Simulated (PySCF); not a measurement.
# Ionisation energy of Mo²⁷⁺ by level of theory

Mo²⁷⁺ [Ne] 3s2 3p3 (4S) → Mo²⁸⁺ [Ne] 3s2 3p2 (3P), as a difference of total energies. Computed with PySCF 2.14 in an even-tempered Gaussian basis (18 s from 3.6 bohr⁻², ratio 2.5; 12 p from 4.7 bohr⁻², ratio 2.5; 5 d from 20 bohr⁻², ratio 2.7; 4 f from 30 bohr⁻², ratio 2.7), with the spin-free X2C one-electron Hamiltonian (Gaussian nucleus). Correlated levels: outer shells: 1s2 frozen; virtual orbitals above 40 to 60 times the deepest correlated orbital energy dropped. The calculations carry no spin-orbit coupling.

```
                method  ionisation energy (eV)
                   UHF                  1463.4
    MP2 (outer shells)                  1463.9
SCS-MP2 (outer shells)                  1463.7
   CCSD (outer shells)                  1463.7
CCSD(T) (outer shells)                  1463.7
```

Spin-orbit coupling is strong in these open shells (close to jj coupling). The scalar numbers leave it out and a first-order estimate fails, so it can dominate the gap to the real levels.

Breit and QED terms and the two-electron picture change are absent.

For comparison: 1462 ± 6 eV (semi-empirical (NIST evaluation); NIST Atomic Spectra Database, ionization energies).
